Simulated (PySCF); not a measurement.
sulfur tetrafluoride (F4S), SMILES FS(F)(F)F.

The structure is a stationary point at PBE0-D3(BJ)/def2-SVP.

Level of theory: PBE/def2-TZVP (PySCF).

Symmetry labels are those of the subgroup C2v that the program uses (full group C2v).

Computed valence orbital energies around the gap with their symmetry:
| orbital | symmetry | energy (eV) |
|---|---|---|
| HOMO−7 | A1 | -12.30 |
| HOMO−6 | B2 | -11.81 |
| HOMO−5 | B1 | -11.61 |
| HOMO−4 | A1 | -10.56 |
| HOMO−3 | B1 | -10.29 |
| HOMO−2 | B2 | -9.88 |
| HOMO−1 | A2 | -9.70 |
| HOMO | A1 | -8.30 |
| LUMO | B1 | -3.21 |
| LUMO+1 | A1 | -1.13 |
| LUMO+2 | B2 | 0.52 |
| LUMO+3 | A1 | 4.82 |
